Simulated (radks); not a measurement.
Results of a calculation; reference values are marked as such.
Q: Valence configurations of Kr+ (all share [Ar]). Code: a radial shooting solver on a logarithmic mesh with Libxc functionals. Model: scalar-relativistic Kohn-Sham, r2SCAN, spin-polarised, spherical densities, finite nucleus; open shells are filled with parallel spins first; meta-GGA in the generalised Kohn-Sham scheme; Fermi nuclear charge, rms radius 4.1884 fm. Order these by energy: 3d9.5 4s2 4p5.5; 3d10 4s2 4p5; 3d9 4s2 4p6; 3d10 4s1 4p6.

A: From the lowest, in eV above it: 3d10 4s2 4p5 0.000; 3d10 4s1 4p6 14.857; 3d9.5 4s2 4p5.5 38.893; 3d9 4s2 4p6 80.310. NIST lists [Ar] 3d10 4s2 4p5 as the ground configuration; this level of theory agrees among the configurations tried. The energies are those of spherical high-spin densities, not of single terms.
